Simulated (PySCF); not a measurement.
**Vibration and rotation of IF**

RHF-CCSD(T) constants of IF, ¹Σ⁺ (singlet), closed shell (PySCF, spin-free X2C with a Gaussian nucleus, basis sets I x2c-SVPall, F x2c-SVPall; masses 126.9045 and 18.9984 u):

* ωe: 592.5 cm⁻¹
* ωexe: 3.45 cm⁻¹
* Be: 0.26429 cm⁻¹
* αe: 0.00182 cm⁻¹
* D (centrifugal): 2.1e-07 cm⁻¹
* De to I + F: 2.27 eV

(1) Estimate the standard entropy (1 bar) and heat capacity of the ideal gas at 298.15 K, rigid rotor with B0 and harmonic oscillator at the fundamental.

Measured values (Huber and Herzberg, Constants of Diatomic Molecules (1979)): ωe = 610.24 cm⁻¹, ωexe = 3.123 cm⁻¹, Be = 0.2797108 cm⁻¹, αe = 0.0018734 cm⁻¹.

Correlated steps freeze 19 core orbitals. Correlated levels converge slowly with the basis: in double zeta they bind strong bonds too weakly, by up to about 1 eV, and carry superposition errors of some tenths. Spin–orbit coupling is left out, which matters for elements this heavy, above all for dissociation energies. Where the molecule has an RHF reference, its open-shell atoms are computed with UHF.

Answers

(1) Translation (Sackur–Tetrode, M = 145.90 u): 171.0 J/(mol K). Rotation: q = kT/(σB0) = 787 with σ = 1, 63.8. Vibration: x = hcν0/kT = 2.83, 1.99. S° = 236.7 J/(mol K); Cp = 7R/2 + 4.45 = 33.5 J/(mol K).
